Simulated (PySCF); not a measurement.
**[Tl(NH3)]4+: one run**

[Tl(NH3)]4+ (doublet). PySCF 2.14.0, UKS PBE0, Tl def2-SVP with ECP60, N def2-SVP, H def2-SVP; non-relativistic Hamiltonian with scalar-relativistic core potentials where named; density fitting; no spin-orbit coupling. Purpose: one electron removed, vertical, doublet.

```python
mol = gto.M(atom='''
Tl     0.00000     0.00000    -0.23675
N     -0.00000    -0.00000     2.23828
H      1.03584     0.00004     2.48240
H     -0.51796     0.89705     2.48240
H     -0.51789    -0.89709     2.48240''',
    basis={'Tl': 'def2-SVP', 'N': 'def2-SVP', 'H': 'def2-SVP'},
    ecp={'Tl': 'def2-SVP'},
    charge=4, spin=1)
mf = dft.UKS(mol, xc='PBE0')
mf.grids.atom_grid = (50, 194)
mf = mf.density_fit()  # fitting sets: Tl def2-universal-JKFIT, N def2-universal-JKFIT, H def2-universal-JKFIT
mf.conv_tol = 1e-08; mf.max_cycle = 55
mf.kernel(dm0)  # dm0: converged density of the relaxed state
```

Run from Python with OMP_NUM_THREADS=2; the lines above give its settings. Where DIIS fails, smearing, a level shift and second-order steps follow.
It took 0.6 s on 2 threads of Arm Neoverse V2, with other jobs on the host, from an already converged density.

Task: Where do the frontier levels lie, over both spins?

Result: HOMO -40.27 eV, LUMO -36.71 eV. 

Task: What are the Mulliken charges and spins?

Result: 
| atom | charge (e) | spin (e) |
| --- | --- | --- |
| Tl1 | 2.518 | 0.441 |
| N2 | 0.169 | 0.569 |
| H3 | 0.438 | -0.003 |
| H4 | 0.438 | -0.003 |
| H5 | 0.438 | -0.003 |

Task: How does its energy compare with the relaxed singlet of charge +3 in vacuum?

Result: It lies 33.885 eV higher.

Open shells may have lower solutions than the one found.
